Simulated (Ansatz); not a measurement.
## Match the barriers

Saddle point of Si2NH9O2F2, closed shell (Si₂H₄OF₂ ([F][SiH]([F])[O][SiH3]) + H₂O + NH₃ → SiNH₃F₂ ([NH2][SiH]([F])[F]) + SiH₄O ([OH][SiH3]) + H₂O; bonds formed: O2–H9, H7–O10; dative contacts that become bonds: Si1–N8; bonds broken: Si1–O2, H7–N8, H9–O10), PBE0-D4/def2-TZVP structure:

```tsv
atom	x (Å)	y (Å)	z (Å)
Si1	0.2643	-0.0196	1.3611
O2	0.2286	-0.4677	-0.5066
Si3	0.1580	-1.9711	-1.1957
F4	0.2379	0.4344	2.9365
F5	-0.3602	-1.4804	1.6162
H6	1.7133	0.1977	1.1882
H7	-0.3425	1.7997	-0.2907
N8	-0.8599	1.3136	0.8697
H9	0.2745	0.5767	-1.1201
O10	0.1036	1.7332	-1.3578
H11	1.1582	-2.8707	-0.5728
H12	-1.1984	-2.5575	-1.0669
H13	0.4765	-1.7947	-2.6369
H14	-1.7572	0.9483	0.5638
H15	-1.0313	1.9477	1.6408
H16	0.9344	2.2104	-1.4287
```

Computed with Ansatz 0.2.0 (basis: def2-TZVPP, with def2-QZVPP for the basis limit); correlated methods freeze the cores. Extrapolation: Hartree–Fock as exp(−7.88 √X), correlation as X^−2.97. Four methods, as single points on the PBE0-D4 structures, gave these electronic barriers from the start structure: 48.3, 60.4, 67.1, 121.5 kJ/mol.

Question: The methods were, in alphabetical order, HF, MP2, PBE-D4, PBE0-D4. Which gave which? (A judgement: the text doesn't fix the answer.)

Answer: Computed: PBE-D4 48.3; PBE0-D4 60.4; MP2 67.1; HF 121.5 kJ/mol. For comparison, CCSD(T) at an estimated basis limit (MP2 extrapolated from triple and quadruple zeta, plus CCSD(T) − MP2 in triple zeta) gives 77.1 kJ/mol.

The T1 diagnostic stays at or below 0.012.

Labels in which every atom is bracketed show which atoms are joined, not bond orders.

For scale, one of the runs: CCSD(T)/def2-TZVPP, 365 basis functions, launched by `ansatz run in.yaml --threads 4 --pin off --events-out ev --progress --plain --max-ram 46080MiB --backend cuda --devices 0, --max-vram 37GiB`. Hardware: 4 CPU threads of an AMD EPYC 7R13 and a share of one NVIDIA H100, shared host. Wall time 19 s; peak host memory 0.88 GiB.
